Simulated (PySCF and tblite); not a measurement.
The numbers below are computed, except where a source is named.
C₄H₇FO₂, numbered as in [F:1][CH:2]1[CH2:3][O:4][CH2:5][O:6][CH2:7]1.

The ensemble was built from 90 distance-geometry starts (ETKDG and KDG, MMFF94s, GFN2-xTB) and rests on PBE0-D3(BJ)/def2-SVP geometries. Free energies are PBE0-D3(BJ)/def2-TZVP single points with GFN2-xTB rigid-rotor and vibrational terms (modes under about 100 cm⁻¹ blended into free rotors). Symmetry numbers and mirror images are counted. Conformers within 4 kcal/mol (GFN2-xTB free energy) were kept, 7 at most. (PySCF 2.14, tblite 0.8.)

Rotational constants are equilibrium values for the commonest isotopes; dipoles come from the energy level named.

The 6-ring runs over atoms 2–3–4–5–6–7. Of a mirror pair one member is shown.

| conformer | shape | symmetry |
| --- | --- | --- |
| 1 | 6-ring chair (all substituents equatorial) | Cs |
| 2 | 6-ring chair (F1 axial) | Cs |
| 3 | 6-ring twist-boat (ring torsions 66, -35, -32, 69, -34, -28°) | C1 (pair) |

Task: Give the rotational constants and dipole components, as needed to look for these species in a jet-cooled rotational spectrum.

Result: 
| conformer | A (MHz) | B (MHz) | C (MHz) | abs μa (D) | abs μb (D) | abs μc (D) | κ | Ic−Ia−Ib (u Å²) |
| --- | --- | --- | --- | --- | --- | --- | --- | --- |
| 1 | 4841 | 2417 | 1747 | 0.29 | 0.00 | 0.68 | -0.57 | -24.2 |
| 2 | 4061 | 2843 | 2119 | 0.17 | 0.00 | 2.99 | -0.25 | -63.8 |
| 3 | 4783 | 2469 | 1899 | 0.55 | 0.22 | 1.11 | -0.60 | -44.2 |

Task: Which type of transition is strongest for conformer 1?

Result: c-type, since that component is clearly the largest; the top is asymmetric (κ = -0.57).
